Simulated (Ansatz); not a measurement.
Input file for Ansatz (an electronic-structure program): R-wB97M-V/def2-TZVPP on CH5GeNO (SMILES C[O][Ge][NH2]), a point of a torsion scan.

Ansatz 0.2 input:
```yaml
crystal:
  periodic: [false, false, false]
  atoms:
    - {symbol: C, position_ang: [-1.72208891, -0.08093111, 0.31002127]}
    - {symbol: O, position_ang: [-0.37909684, 0.18706101, 0.02218774]}
    - {symbol: Ge, position_ang: [1.13500189, 0.11513847, 1.01670347]}
    - {symbol: N, position_ang: [1.92110038, 1.43507166, 0.06035754]}
    - {symbol: H, position_ang: [-2.27478450, 0.85924928, 0.39592626]}
    - {symbol: H, position_ang: [-1.85089435, -0.64438911, 1.23949028]}
    - {symbol: H, position_ang: [-2.15122126, -0.66322249, -0.51118578]}
    - {symbol: H, position_ang: [2.88761774, 1.71526360, 0.11606866]}
    - {symbol: H, position_ang: [1.46290506, 1.89980210, -0.70957788]}
basis:
  gaussian:
    orbitals: def2-TZVPP
hamiltonian:
  xc: {name: wB97M-V}
scf: {lower_state_search: off}
```

Problem. What total energy does the run end on?

Solution. -2248.0142 hartree.

Problem. How many basis functions does it have, and what does it roughly cost on one machine?

Solution. 211 functions; about 16 core-seconds (a rough figure).
